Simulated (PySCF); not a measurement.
Isomers of C5H14GaN, mass 157.038 u with the commonest isotopes. Method: PBE0-D3(BJ)/def2-SVP geometry optimisation, gas phase in PySCF. One conformer each, none proved a minimum here; rigid rotors.

Question: Order these by rotational constant C, smallest first.
A. `[CH2:1]=[CH:2][CH2:3][N+:4]([CH3:5])([CH3:6])[GaH3-:7]` with C1–C2–C3–N4 113°, C2–C3–N4–C5 -63°
B. `[CH2:1]=[CH:2][CH2:3][C@@H:4]([CH3:5])[GaH2-:6][NH3+:7]` with C1–C2–C3–C4 -112°, C2–C3–C4–C5 -72°, C3–C4–Ga6–N7 159°
C. `[CH3:1][CH2:2][C@@H:3]1[CH2:4][C@H:5]1[GaH2-:6][NH3+:7]` with C1–C2–C3–C4 152°, C4–C5–Ga6–N7 132°

Answer: C (788.5 MHz), A (826.4 MHz), B (891.5 MHz).

Question: Order these by rotational constant B, largest first.
A. `[CH2:1]=[CH:2][CH2:3][N+:4]([CH3:5])([CH3:6])[GaH3-:7]` with C1–C2–C3–N4 113°, C2–C3–N4–C5 -63°
B. `[CH2:1]=[CH:2][CH2:3][C@@H:4]([CH3:5])[GaH2-:6][NH3+:7]` with C1–C2–C3–C4 -112°, C2–C3–C4–C5 -72°, C3–C4–Ga6–N7 159°
C. `[CH3:1][CH2:2][C@@H:3]1[CH2:4][C@H:5]1[GaH2-:6][NH3+:7]` with C1–C2–C3–C4 152°, C4–C5–Ga6–N7 132°

Answer: B (1141 MHz), C (1038 MHz), A (866.7 MHz).

Question: Order these by out-of-plane moment Σ m c² = (Ia + Ib − Ic)/2, largest first.
A. `[CH3:1][CH2:2][C@@H:3]1[CH2:4][C@H:5]1[GaH2-:6][NH3+:7]` with C1–C2–C3–C4 152°, C4–C5–Ga6–N7 132°
B. `[CH2:1]=[CH:2][CH2:3][N+:4]([CH3:5])([CH3:6])[GaH3-:7]` with C1–C2–C3–N4 113°, C2–C3–N4–C5 -63°
C. `[CH2:1]=[CH:2][CH2:3][C@@H:4]([CH3:5])[GaH2-:6][NH3+:7]` with C1–C2–C3–C4 -112°, C2–C3–C4–C5 -72°, C3–C4–Ga6–N7 159°

Answer: B (61.56 u·Å²), C (34.95 u·Å²), A (20.86 u·Å²).

```json
{"SMILES": "CC[C@@H]1C[C@H]1[GaH2-][NH3+]", "point group": "C1", "Ia (u·Å²)": "195.91", "Ib (u·Å²)": "486.75", "Ic (u·Å²)": "640.95", "κ": "-0.72", "μa (D)": "1.43", "μb (D)": "4.60", "μc (D)": "0.18"}
{"SMILES": "C=CC[N+](C)(C)[GaH3-]", "point group": "C1", "Ia (u·Å²)": "151.58", "Ib (u·Å²)": "583.08", "Ic (u·Å²)": "611.53", "κ": "-0.97", "μa (D)": "4.70", "μb (D)": "1.75", "μc (D)": "0.23"}
{"SMILES": "C=CC[C@@H](C)[GaH2-][NH3+]", "point group": "C1", "Ia (u·Å²)": "193.69", "Ib (u·Å²)": "443.08", "Ic (u·Å²)": "566.87", "κ": "-0.71", "μa (D)": "4.66", "μb (D)": "1.96", "μc (D)": "0.88"}
```
